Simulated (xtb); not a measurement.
xtb input (GFN2-xTB):

```bash
xtb mol.xyz --gfn 2 --sp --chrg 0 --uhf 0
```
mol.xyz:
```
2

Cd    -0.00000000    -0.00000000    -0.99187572
Se     0.00000000     0.00000000     1.40029513
```

Output:

```
           -------------------------------------------------
          |                Calculation Setup                |
           -------------------------------------------------

           -------------------------------------------------
          |                 G F N 2 - x T B                 |
           -------------------------------------------------

        Reference                      10.1021/acs.jctc.8b01176
      * Hamiltonian:
        H0-scaling (s, p, d)           1.850000    2.230000    2.230000
        zeta-weighting                 0.500000
      * Dispersion:
        s8                             2.700000
        a1                             0.520000
        a2                             5.000000
        s9                             5.000000
      * Repulsion:
        kExp                           1.500000    1.000000
        rExp                           1.000000
      * Coulomb:
        alpha                          2.000000
        third order                    shell-resolved
        anisotropic                    true
        a3                             3.000000
        a5                             4.000000
        cn-shift                       1.200000
        cn-exp                         4.000000
        max-rad                        5.000000

          ...................................................
          :                      SETUP                      :
          :.................................................:
          :  # basis functions                  14          :
          :  # atomic orbitals                  13          :
          :  # shells                            5          :
          :  # electrons                         8          :
          :  max. iterations                   250          :
          :  Hamiltonian                  GFN2-xTB          :
          :  restarted?                      false          :
          :  GBSA solvation                  false          :
          :  PC potential                    false          :
          :  electronic temp.          300.0000000     K    :
          :  accuracy                    1.0000000          :
          :  -> integral cutoff          0.2500000E+02      :
          :  -> integral neglect         0.1000000E-07      :
          :  -> SCF convergence          0.1000000E-05 Eh   :
          :  -> wf. convergence          0.1000000E-03 e    :
          :  Broyden damping             0.4000000          :
          :  net charge                          0          :
          :  unpaired electrons                  0          :
          ...................................................

 iter      E             dE          RMSdq      gap      omega  full diag
   1     -3.7056648 -0.370566E+01  0.335E+01    2.42       0.0  T
   2     -3.7279389 -0.222740E-01  0.310E+01    1.38       1.0  T
   3     -3.7609825 -0.330436E-01  0.122E+01    1.88       1.0  T
   4     -3.7741168 -0.131343E-01  0.265E+00    1.42       1.0  T
   5     -3.7722092  0.190751E-02  0.286E+00    1.64       1.0  T
   6     -3.7759513 -0.374202E-02  0.109E+00    1.54       1.0  T
   7     -3.7762474 -0.296164E-03  0.397E-01    1.53       1.0  T
   8     -3.7763293 -0.818452E-04  0.333E-02    1.51       2.1  T
   9     -3.7763294 -0.166008E-06  0.444E-03    1.51      15.9  T
  10     -3.7763294  0.966346E-08  0.527E-03    1.51      13.4  T
  11     -3.7763294 -0.106676E-07  0.202E-04    1.51     350.3  T
  12     -3.7763294 -0.226441E-11  0.991E-05    1.51     713.5  T

   *** convergence criteria satisfied after 12 iterations ***

         #    Occupation            Energy/Eh            Energy/eV
      -------------------------------------------------------------
         1        2.0000           -0.7230356             -19.6748
         2        2.0000           -0.4518353             -12.2951
         3        2.0000           -0.3683507             -10.0233
         4        2.0000           -0.3683507             -10.0233 (HOMO)
         5                         -0.3127690              -8.5109 (LUMO)
         6                         -0.0841250              -2.2892
         7                         -0.0841250              -2.2892
         8                          0.0331028               0.9008
         9                          0.0331028               0.9008
       ...                                ...                  ...
        13                          0.4231076              11.5133
      -------------------------------------------------------------
                  HL-Gap            0.0555817 Eh            1.5125 eV
             Fermi-level           -0.3402433 Eh           -9.2585 eV

 SCC (total)                   0 d,  0 h,  0 min,  0.003 sec
 SCC setup                      ...        0 min,  0.000 sec (  4.126%)
 Dispersion                     ...        0 min,  0.000 sec (  1.030%)
 classical contributions        ...        0 min,  0.000 sec (  2.520%)
 integral evaluation            ...        0 min,  0.000 sec ( 14.189%)
 iterations                     ...        0 min,  0.002 sec ( 58.882%)
 molecular gradient             ...        0 min,  0.000 sec ( 13.370%)
 printout                       ...        0 min,  0.000 sec (  5.302%)

         :::::::::::::::::::::::::::::::::::::::::::::::::::::
         ::                     SUMMARY                     ::
         :::::::::::::::::::::::::::::::::::::::::::::::::::::
         :: total energy              -3.771058986773 Eh    ::
         :: gradient norm              0.023526651151 Eh/a0 ::
         :: HOMO-LUMO gap              1.512454760965 eV    ::
         ::.................................................::
         :: SCC energy                -3.776329433888 Eh    ::
         :: -> isotropic ES            0.033880815783 Eh    ::
         :: -> anisotropic ES          0.004964564292 Eh    ::
         :: -> anisotropic XC          0.005354374287 Eh    ::
         :: -> dispersion             -0.001140056067 Eh    ::
         :: repulsion energy           0.005270447115 Eh    ::
         :: add. restraining           0.000000000000 Eh    ::
         :: total charge               0.000000000000 e     ::
         :::::::::::::::::::::::::::::::::::::::::::::::::::::

           -------------------------------------------------
          |                Property Printout                |
           -------------------------------------------------

    * Orbital Energies and Occupations

         #    Occupation            Energy/Eh            Energy/eV
      -------------------------------------------------------------
         1        2.0000           -0.7230356             -19.6748
         2        2.0000           -0.4518353             -12.2951
         3        2.0000           -0.3683507             -10.0233
         4        2.0000           -0.3683507             -10.0233 (HOMO)
         5                         -0.3127690              -8.5109 (LUMO)
         6                         -0.0841250              -2.2892
         7                         -0.0841250              -2.2892
         8                          0.0331028               0.9008
         9                          0.0331028               0.9008
        10                          0.0391915               1.0665
        11                          0.0391915               1.0665
        12                          0.0619893               1.6868
        13                          0.4231076              11.5133
      -------------------------------------------------------------
                  HL-Gap            0.0555817 Eh            1.5125 eV
             Fermi-level           -0.3402433 Eh           -9.2585 eV

     #   Z          covCN         q      C6AA      α(0)
Note: The following floating-point exceptions are signalling: IEEE_DENORMAL
normal termination of xtb
     1  48 Cd       0.853     0.334   355.774    42.479
     2  34 Se       0.853    -0.334   237.623    27.016

 Mol. C6AA /au·bohr⁶  :       1162.965941
 Mol. C8AA /au·bohr⁸  :      96631.615580
 Mol. α(0) /au        :         69.495137

Wiberg/Mayer (AO) data.
largest (>0.10) Wiberg bond orders for each atom

 ---------------------------------------------------------------------------
     #   Z sym  total        # sym  WBO       # sym  WBO       # sym  WBO
 ---------------------------------------------------------------------------
     1  48 Cd   1.631 --     2 Se   1.631
     2  34 Se   1.631 --     1 Cd   1.631
 ---------------------------------------------------------------------------

Topologies differ in total number of bonds
Writing topology from bond orders to xtbtopo.mol

molecular dipole:
                 x           y           z       tot (Debye)
 q only:        0.000       0.000      -1.508
   full:       -0.000      -0.000      -2.871       7.299
molecular quadrupole (traceless):
                xx          xy          yy          xz          yz          zz
 q only:        0.582       0.000       0.582       0.000       0.000      -1.164
  q+dip:       -0.015       0.000      -0.015       0.000      -0.000       0.030
   full:        0.857       0.000       0.857       0.000      -0.000      -1.713

           -------------------------------------------------
          | TOTAL ENERGY               -3.771058986773 Eh   |
          | GRADIENT NORM               0.023526651151 Eh/α |
          | HOMO-LUMO GAP               1.512454760965 eV   |
           -------------------------------------------------

------------------------------------------------------------------------
------------------------------------------------------------------------
 total:
 SCF:
```
